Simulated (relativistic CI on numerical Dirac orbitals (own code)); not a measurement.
# d8 in a ligand field

Computed with a parametric ligand-field model of a d^n configuration (Racah B and C, spin-orbit zeta, crystal field), exact diagonalisation.

Field parameters in Wybourne normalisation: Oh B⁴₀ = 21Dq, B⁴₄ = √(5/14) B⁴₀. The field is a parameter set, without covalency.

(1) Ground term and bands for B = 560, C = 2630, ζ = 0 cm⁻¹, Oh, 10Dq = 7280 cm⁻¹?

(2) Ground term and bands for B = 560, C = 2630, ζ = 0 cm⁻¹, Oh, 10Dq = 24080 cm⁻¹?

(3) Ground term and bands for B = 560, C = 2630, ζ = 0 cm⁻¹, Oh, 10Dq = 15120 cm⁻¹?

(4) Ground term and bands for B = 560, C = 2630, ζ = 0 cm⁻¹, Oh, 10Dq = 14000 cm⁻¹?

(5) Ground term and bands for B = 560, C = 2630, ζ = 0 cm⁻¹, Oh, 10Dq = 2800 cm⁻¹?

Results:

(1) Ground term 3A2 with 2.00 electrons in the two orbitals of the cubic e set. Spin-allowed: 3T2 7280 cm⁻¹ (1374 nm), 3T1 11578 cm⁻¹ (864 nm), 3T1 18662 cm⁻¹ (536 nm). Lowest spin-forbidden: 1E 9495 cm⁻¹ (1053 nm), 1A1 15666 cm⁻¹ (638 nm), 1T2 16566 cm⁻¹ (604 nm). With an A2 ground term the first spin-allowed band lies at |10Dq| itself.

(2) Ground term 3A2 with 2.00 electrons in the two orbitals of the cubic e set. Spin-allowed: 3T2 24080 cm⁻¹ (415 nm), 3T1 30224 cm⁻¹ (331 nm), 3T1 50416 cm⁻¹ (198 nm). Lowest spin-forbidden: 1E 9663 cm⁻¹ (1035 nm), 1A1 17903 cm⁻¹ (559 nm), 1T2 33668 cm⁻¹ (297 nm). With an A2 ground term the first spin-allowed band lies at |10Dq| itself.

(3) Ground term 3A2 with 2.00 electrons in the two orbitals of the cubic e set. Spin-allowed: 3T2 15120 cm⁻¹ (661 nm), 3T1 20823 cm⁻¹ (480 nm), 3T1 32937 cm⁻¹ (304 nm). Lowest spin-forbidden: 1E 9618 cm⁻¹ (1040 nm), 1A1 17156 cm⁻¹ (583 nm), 1T2 24624 cm⁻¹ (406 nm). With an A2 ground term the first spin-allowed band lies at |10Dq| itself.

(4) Ground term 3A2 with 2.00 electrons in the two orbitals of the cubic e set. Spin-allowed: 3T2 14000 cm⁻¹ (714 nm), 3T1 19600 cm⁻¹ (510 nm), 3T1 30800 cm⁻¹ (325 nm). Lowest spin-forbidden: 1E 9609 cm⁻¹ (1041 nm), 1A1 17014 cm⁻¹ (588 nm), 1T2 23486 cm⁻¹ (426 nm). With an A2 ground term the first spin-allowed band lies at |10Dq| itself.

(5) Ground term 3A2 with 2.00 electrons in the two orbitals of the cubic e set. Spin-allowed: 3T2 2800 cm⁻¹, 3T1 4858 cm⁻¹ (2058 nm), 3T1 11942 cm⁻¹ (837 nm). Lowest spin-forbidden: 1E 9180 cm⁻¹ (1089 nm), 1T2 11654 cm⁻¹ (858 nm), 1A1 13848 cm⁻¹ (722 nm). With an A2 ground term the first spin-allowed band lies at |10Dq| itself.
